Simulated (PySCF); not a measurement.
Atom-mapped SMILES (the numbers label the heavy atoms): `[CH3:1][C@@H:2]1[C:3]([C:4]#[N:5])=[C:6]1[CH:7]1[CH2:8][CH2:9]1`. Hydrogens are named by the atom that carries them. Ha(C8), Ha(C9) are cis to C6 on the ring; Hb(C8), Hb(C9) are trans to C6 on the ring.

GIAO PBE0/pcSseg-1 shifts (PySCF 2.14.0 with density-fitted response routines, gas phase, non-relativistic, equivalent atoms averaged), each against references optimised in the same way as the molecule (TMS, NH3).

On the GFN2-xTB geometry: C6 163.2, C4 116.3, C3 92.1, C2 27.3, C1 24.0, C9 17.7, C8 17.5, C7 13.5, N5 348.3, H(C2) 2.18, H(C7) 2.13, Hb(C9) 1.35, Hb(C8) 1.34, H(C1) 1.27, Ha(C9) 1.18, Ha(C8) 1.17 ppm.

What changes on the PBE0-D3(BJ)/def2-SVP geometry?

Results:


| atoms | δ (ppm) | change |
| --- | --- | --- |
| C6 | 159.7 | -3.5 |
| C4 | 115.9 | -0.4 |
| C3 | 91.1 | -1.0 |
| C2 | 25.4 | -1.9 |
| C1 | 22.9 | -1.1 |
| C9 | 17.0 | -0.7 |
| C8 | 16.4 | -1.1 |
| C7 | 11.8 | -1.7 |
| N5 | 347.7 | -0.6 |
| H(C2) | 2.06 | -0.12 |
| H(C7) | 1.87 | -0.26 |
| Hb(C9) | 1.29 | -0.06 |
| Hb(C8) | 1.28 | -0.06 |
| H(C1) | 1.18 | -0.09 |
| Ha(C9) | 1.13 | -0.05 |
| Ha(C8) | 1.13 | -0.04 |

Bonds between heavy atoms that differ most (equivalent bonds averaged): C3–C4 1.369 → 1.396 Å, C6–C7 1.435 → 1.448 Å, C4–N5 1.152 → 1.163 Å, C3–C6 1.322 → 1.313 Å, C2–C3 1.516 → 1.508 Å. Mean change of bonds to hydrogen: C–H +0.013 Å.
